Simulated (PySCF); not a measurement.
**Antimony: a sound run and one with changed settings**

Sound run: Sb+ [Kr] 4d10 5s2 5p2, Sb(2+) [Kr] 4d10 5s2 5p1. All numbers are calculated (PySCF 2.14, a scalar-relativistic core potential, in def2-TZVP with the def2 core potential (28 electrons) (6s5p3d2f, 50 functions)). In the sound run the correlated levels freeze 4s2 4p6 4d10 outside the core potential. The sound run starts from symmetry-adapted Hartree-Fock orbitals and uses a fine grid where one is needed.

Changed run: all electrons correlated in a basis built for the valence shell.

```tsv
species	method	sound run (hartree)	changed run (hartree)	converged
Sb+	MP2	-239.00739	-239.28735	yes
Sb(2+)	MP2	-238.40771	-238.68163	yes
```

Ionisation energy of Sb+:

| method | sound run (eV) | changed run (eV) |
| --- | --- | --- |
| UHF | 16.009 | 16.009 |
| MP2 | 16.318 | 16.482 |
| SCS-MP2 | 16.255 | 16.367 |

A valence basis has no tight correlating functions, so it recovers only part of the core correlation, and not evenly between atom and ion.

For comparison, NIST gives 16.626 ± 0.025 eV between the lowest levels.
